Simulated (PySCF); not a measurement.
All values below come from M06-2X/def2-TZVP // B3LYP-D3(BJ)/def2-TZVP (PySCF). Isolated molecules, 0 K electronic values unless said otherwise. Delta-SCF ions had no search for a lower state. Excitations are Tamm–Dancoff values on a coarser integration grid. The basis has no diffuse functions, so Rydberg states are missing or too high.

Reference species (SMILES): `C(=C=N)C#C` (neutral, multiplicity 1).

- HOMO = -7.67 eV
- HOMO–LUMO gap = 8.12 eV
- S1–T1 gap (TDA) = 0.30 eV
- vertical ionisation energy (Delta-SCF) = 8.86 eV

Changed species: `C=C=C=C=N`.

### Question
Predict the effect on the HOMO, HOMO–LUMO gap, S1–T1 gap (TDA) and vertical ionisation energy (Delta-SCF).

### Answer
the HOMO rises by 0.16 eV, to -7.51 eV; the HOMO–LUMO gap falls by 1.63 eV, to 6.49 eV; the S1–T1 gap (TDA) falls by 0.07 eV, to 0.23 eV; the vertical ionisation energy (Delta-SCF) decreases by 0.22 eV, to 8.64 eV.
